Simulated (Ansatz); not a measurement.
A run for Ansatz (a first-principles code): R-CCSD(T)/def2-TZVPP on HIOSn (SMILES [OH][Sn][I]), a point of a torsion scan. Elements past Kr take the def2 small-core potentials; no spin–orbit coupling. The run froze 19 orbitals, filled d shells among them.

Ansatz 0.2 input:
```yaml
crystal:
  periodic: [false, false, false]
  atoms:
    - {symbol: O, position_ang: [-1.20081345, 0.01277306, 0.16658258]}
    - {symbol: Sn, position_ang: [0.39344346, 1.17770351, -0.10997668]}
    - {symbol: I, position_ang: [2.18407732, -0.54214378, -1.26482023]}
    - {symbol: H, position_ang: [-1.73095614, -0.72969755, -0.10757154]}
basis:
  gaussian:
    orbitals: def2-TZVPP
magnetization: {spin_polarized: false}
correlation: {method: ccsd_t, electrons: outside_noble_gas}
scf: {lower_state_search: off}
```

What total energy does the run end on?

-586.0765 hartree (reference determinant -585.5756, T1 diagnostic 0.017).

How many basis functions does it have, and what does it roughly cost on one machine?

145 functions; around 22 core-seconds (rough).
